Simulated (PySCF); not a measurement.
C₂H₁₂OSi₃, SMILES CO[Si@@H]([SiH3])C[SiH3].

Coordinates come from a B3LYP-D3(BJ)/def2-SVP optimisation. The structure was generated by enumeration; whether it is a known compound was not checked. The values are those of a single conformer.

Two levels are set side by side: PBE/def2-TZVP (PySCF) and r2SCAN/def2-TZVP (PySCF). Same geometry, gas phase. Differences are taken from unrounded values.

```json
[
 {"quantity": "orbital gap (eV)", "PBE": "5.53"},
 {"quantity": "highest occupied level (eV)", "PBE": "-6.51"},
 {"quantity": "lowest empty level (eV)", "PBE": "-0.97"},
 {"quantity": "dipole moment (D)", "PBE": "1.72"}
]
```

### Question
These are the PBE values. What does r2SCAN give? (Estimate from the structure and the level; the computed values follow.)

### Answer

```json
[
 {"quantity": "orbital gap (eV)", "r2SCAN": "6.10", "PBE minus r2SCAN": "-0.57"},
 {"quantity": "highest occupied level (eV)", "r2SCAN": "-6.82", "PBE minus r2SCAN": "0.31"},
 {"quantity": "lowest empty level (eV)", "r2SCAN": "-0.72", "PBE minus r2SCAN": "-0.26"},
 {"quantity": "dipole moment (D)", "r2SCAN": "1.76", "PBE minus r2SCAN": "-0.03"}
]
```

Rough cost on one machine, each run with all the roots and properties that it gave: r2SCAN against PBE about 2 times.
